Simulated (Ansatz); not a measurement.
Species: NbF₂, net charge 0, quartet state. The spin state was set by rule; other spins were not relaxed. 
Geometry from a B3LYP-D3(BJ)/def2-TZVP (Ansatz, a program for electronic structure) optimisation:
```
Nb
F 1 1.8860
F 1 1.8860 2 166.47
```
Charge 0, spin multiplicity 4.

Basis-set convergence of Hartree-Fock and MP2 correlation energies (hartree) with Ansatz. Cores are frozen in the correlated levels unless marked. Open shells are spin-unrestricted. Spin-orbit coupling is left out. The frozen core is the preceding noble-gas configuration, with the filled d and f shells of earlier blocks. Past Kr the def2 sets carry scalar-relativistic core potentials.

```tsv
basis	functions	E(HF)	E(corr, MP2)
def2-SVP	59	-255.20245	-0.45186
def2-TZVPP	118	-255.47319	-0.60195
def2-QZVPP	195	-255.48445	-0.65689
```

Extrapolating the two largest sets (X = 3 and 4) as X^-3: E(corr) = (64·(-0.65689) - 27·(-0.60195))/37 = -0.6970 Eh, an estimate of the basis-set limit. The largest set recovers 94.2 % of it, the smallest 64.8 %.
